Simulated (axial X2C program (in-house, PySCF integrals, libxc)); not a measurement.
# WN⁻: from the spin-free to the two-component result

Computed with an axial X2C code built on PySCF integrals. Spin-free means the one-electron spin-free X2C Hamiltonian; two-component (2c) means X2C with spin–orbit coupling and atomic mean-field two-electron Coulomb and Gaunt terms, so the difference of the two also holds small scalar two-electron terms. Basis: W dyall-acv3z [14s15p10d7f4g], N dyall-av3z [7s7p3d2f] (cores contracted in-house); Gaussian nuclei, density fitting, unrestricted open shells. Masses: W 183.951 u, N 14.003 u.

Spin-free state: M_S = 1, Λ = 0 (beyond evenly filled blocks: δ+α, δ-α); fragments W- + N.

| level | Re (Å) | ωe (cm⁻¹) | De (eV) | μ (D) |
| --- | --- | --- | --- | --- |
| PBE0 | 1.661 | 1126.2 | 6.615 | -1.74 |
| TPSSh | 1.671 | 1100.6 | 6.816 | -1.67 |

Dipoles are positive if N is the positive end and refer to the centre of mass.

Two-component determinant lowest at the distance of the search:

Ω = 1 (⟨Sz⟩ = 1.00, ⟨Lz⟩ = 0.00 at PBE0); fragments W- + N.

```csv
level,Re (Å),ωe (cm⁻¹),De (eV),μ (D)
PBE0,1.660,1123.6,6.569,-1.71
TPSSh,1.670,1098.2,6.770,-1.64
```

Question: From the two tables, how do the constants change at the PBE0 level (2c against spin-free)?

Answer: At the PBE0 level Re falls by 0.001 Å and ωe falls by 2.6 cm⁻¹; De changes by -0.046 eV.

One determinant describes the state; a PBE0 search over occupations chose it and may have missed a lower one. De is counted from the lowest determinant-based energies of the atoms at the same level, without counterpoise correction. Density functionals use the spin component along the axis (collinear). PBE0 can misorder states that lie within some tenths of an eV, so this need not be the ground state of the molecule. The nearest other spin-free determinant of the search, M_S = 0, Λ = 4, lies 0.86 eV up at the distance of the search. The functionals have no current-density term, which raises determinants with orbital currents, atoms included. With several unpaired electrons one determinant need not be a pure state. Open-shell Ω = 0 determinants with evenly filled partner blocks cannot be reached by this program, so the Ω shown need not be the lowest component. Some points did not converge and are left out. The highest occupied level of some functionals is positive through self-interaction error; at Hartree–Fock it is bound. The determinant is spin-polarised beyond a pure state at some levels (its spin-free form has ⟨S²⟩ too high), which makes Re and μ there less reliable.
